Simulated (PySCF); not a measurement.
C3H7O2, SMILES C(O)(C[O])C (connectivity only; charge and spin as stated), charge -1, multiplicity 1. Atoms are numbered in the order given.

```xyz
12

C      1.5078     0.1921     0.0853
C      0.0393     0.5159    -0.1412
O     -0.4292     1.5475     0.7731
C     -0.8259    -0.7767     0.0047
O     -0.5117    -1.7245    -0.8886
H      2.1893     1.0311    -0.1800
H      1.6669    -0.0856     1.1498
H      1.7363    -0.6913    -0.5458
H     -0.1016     0.8717    -1.1898
H      0.3077     2.1652     0.9140
H     -0.6915    -1.0714     1.1113
H     -1.9072    -0.3919    -0.0285
```
Charge -1, spin multiplicity 1.

The structure is a stationary point at PBE-D3(BJ)/def2-SVPD. The multiplicity is an assumed one; no other spin state was optimised. The isomer is the one that the SMILES or the coordinates give; other isomers of the formula were not compared. Other conformers were not sampled.

The numbers are results of PBE0/pcSseg-1 (PySCF), not measurements.

GIAO shieldings, no solvent; atoms listed in one row are averaged. δ = σ(ref) − σ: ¹³C against TMS (σ = 186.3 ppm); ¹⁷O against H2O (σ = 334.2 ppm); ¹H against TMS (σ = 31.56 ppm), references at their B3LYP-D3(BJ)/def2-TZVP geometries, non-relativistic.

```csv
nucleus,atoms,count,δ (ppm)
¹³C,C4,1,91.7
¹³C,C2,1,89.0
¹³C,C1,1,30.1
¹⁷O,O5,1,94.8
¹⁷O,O3,1,69.2
¹H,H12,1,5.85
¹H,H11,1,4.94
¹H,H9,1,3.38
¹H,"H6, H7, H8",3,1.54
¹H,H10,1,-0.40
```
